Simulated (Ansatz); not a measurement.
Relaxation of CH₈BNOSi (13 atoms, charge 0, multiplicity 1), to a largest force component of 0.015 eV/Å in at most 40 steps.

Theory: RKS r2SCAN/def2-SVP in Ansatz 0.2.0.

```xyz
13
Properties=species:S:1:pos:R:3
B -0.662 2.012 0.731
Si -0.891 0.448 -0.356
C 0.506 -0.719 -0.021
N 0.413 -1.950 -0.753
O 1.743 -0.133 -0.435
H 0.203 2.193 1.457
H -1.494 2.915 0.641
H -0.850 0.828 -1.787
H -2.151 -0.196 0.023
H 0.570 -0.942 1.109
H 1.231 -2.152 -1.277
H -0.342 -1.745 -1.525
H 1.957 0.535 0.283
```

Problem. Where does it end, and by what steps?

Solution. It converged. The force dipped under the threshold on the way, but the program's further checks kept it going. After 16 steps the energy has fallen by 0.787 eV; H12 moved furthest, 0.81 Å.

```tsv
step	energy less start (eV)	largest force component (eV/Å)	accepted
0	0.0000	4.215	yes
1	-0.5165	1.276	yes
2	-0.6572	0.856	yes
3	-0.7320	0.846	yes
4	-0.7655	0.339	yes
5	-0.7730	0.327	yes
6	-0.7791	0.163	yes
7	-0.7815	0.195	yes
8	-0.7681	0.319	no
9	-0.7848	0.064	yes
10	-0.7855	0.127	yes
11	-0.7862	0.032	yes
12	-0.7861	0.038	no
13	-0.7863	0.013	yes
14	-0.7858	0.104	no
15	-0.7865	0.007	yes
16	-0.7866	0.009	yes
```

```xyz
13
Properties=species:S:1:pos:R:3
B -0.652 2.166 0.709
Si -0.984 0.419 -0.228
C 0.488 -0.804 -0.061
N 0.331 -1.892 -0.969
O 1.713 -0.090 -0.326
H 0.449 2.507 1.084
H -1.548 2.955 0.899
H -1.063 0.770 -1.688
H -2.291 -0.202 0.165
H 0.520 -1.229 0.965
H 1.115 -2.542 -0.888
H 0.329 -1.551 -1.932
H 1.825 0.587 0.357
```

Time of the run: 66 s on 2 threads of Arm Neoverse V2, on a shared host, peak memory 0.2 GiB.
